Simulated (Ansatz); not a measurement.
Calibrating HF/def2-TZVPP on In-containing molecules

The vertical ionisation energy (cation less neutral) in eV of 6 In-containing molecules: x at HF/def2-TZVPP, y at CCSD(T)/def2-TZVPP. Shapes, held fixed at every level: PBE0-D4/def2-TZVP. Programs: Ansatz 0.2.0.

```
                                            molecule  x (eV)  y (eV)
                              InCl (SMILES [Cl][In])    8.52    9.48
                                InF (SMILES [F][In])    8.97       ?
                                           InH3(NH3)    8.99    9.71
                                           PH3(InH3)    9.12    9.88
                                           InH3(SH2)    9.27    9.98
In2H2Cl4 (SMILES [Cl][InH-]1[Cl+][InH-]([Cl])[Cl+]1)   10.27   11.13
```

Task: Fit y = c + s·x to the known rows and predict y for InF.

Result: 
1. Means of the 5 rows: x = 9.2340, y = 10.036.
2. Σ(Δx)² = 1.6569, Σ(Δx·Δy) = 1.6257, so the slope is 1.6257/1.6569 = 0.98117.
3. Intercept: 10.036 − (0.98117) × 9.2340 = 0.976. The largest residual of the fit is 0.14.
4. InF: 0.976 + 0.98117 × 8.97 = 9.78 eV.

CCSD(T)/def2-TZVPP gives 10.02 eV, so the prediction is off by -0.24 eV, more than the largest residual. Uncorrected, HF/def2-TZVPP misses InF by -1.05 eV, and the other rows by 0.80 on average. The line removes about 75 % of this miss. Left out in turn, the other rows are missed by 0.22 eV on average, so much of the error is systematic among these molecules. Cations run unrestricted. For atoms past krypton def2 sets carry core potentials with scalar relativity. Outer-core shells of In are correlated, in sets that cover them unevenly.
